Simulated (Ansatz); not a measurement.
Compare A (`BN([SiH3])C=C`) with its isomer B (`B[SiH](C)N=C`).

Calculated with Ansatz (gas phase, PBE0-D4/def2-TZVP geometries, no zero-point term in ΔE). CBS: MP2 limit from def2 TZ/QZ plus the TZ coupled-cluster correction, frozen cores. DFT in def2-TZVPP. B3LYP here is the variant with VWN-RPA as its local correlation; programs differ in this. One conformer a species, not always the lowest.

A:

Z-matrix (Å, degrees):
```
Si
N 1 1.765
H 1 1.485 2 109.8
H 1 1.485 2 109.8 3 -119.3
H 1 1.478 2 107.3 3 120.3
C 2 1.404 1 118.9 3 59.7
B 2 1.408 1 121.0 3 -120.3
C 6 1.329 2 126.1 1 0.0
H 6 1.086 2 113.4 1 -180.0
H 7 1.197 2 118.8 1 -180.0
H 7 1.194 2 119.4 1 -0.0
H 8 1.081 6 119.8 2 180.0
H 8 1.084 6 123.2 2 -0.0
```

B:

```xyz
13

B     1.759   -0.679    1.041
Si    0.060   -0.339    0.024
C     0.342   -0.259   -1.825
N    -0.675    1.173    0.510
C    -1.784    1.273    1.093
H     2.120   -0.010    1.964
H     2.446   -1.613    0.740
H    -0.860   -1.491    0.336
H     0.802   -1.183   -2.184
H    -0.606   -0.119   -2.349
H     0.998    0.576   -2.081
H    -2.178    2.257    1.375
H    -2.424    0.415    1.357
```

Q: Which is lower in electronic energy at CCSD(T)/CBS, and by how much? (Best estimate.)

A: The calculation gave: A, by 145.7 kJ/mol.

Q: Give E(B) − E(A) in kJ/mol with PBE0-D4, HF/def2-TZVPP, PBE-D4, CCSD/def2-TZVPP, CCSD(T)/def2-TZVPP, B3LYP-D4, B2PLYP. (An estimate is asked.)

A: Ansatz gave: PBE0-D4 142.3, HF/def2-TZVPP 134.9, PBE-D4 140.2, CCSD/def2-TZVPP 142.1, CCSD(T)/def2-TZVPP 144.8, B3LYP-D4 146.1, B2PLYP 145.2. None reverses the order clearly.

Largest T1 diagnostic: 0.013.

In def2-TZVPP, CCSD(T) changes the Hartree–Fock value by +9.9 kJ/mol (the triples alone add +2.8 kJ/mol) and MP2 by +17.9 kJ/mol. The D4 term adds +4.8 kJ/mol with B3LYP and +2.3 kJ/mol with PBE0; it sums over pairs of atoms, weighted by their polarisabilities, and B3LYP, whose exchange is more repulsive, gets the larger term.
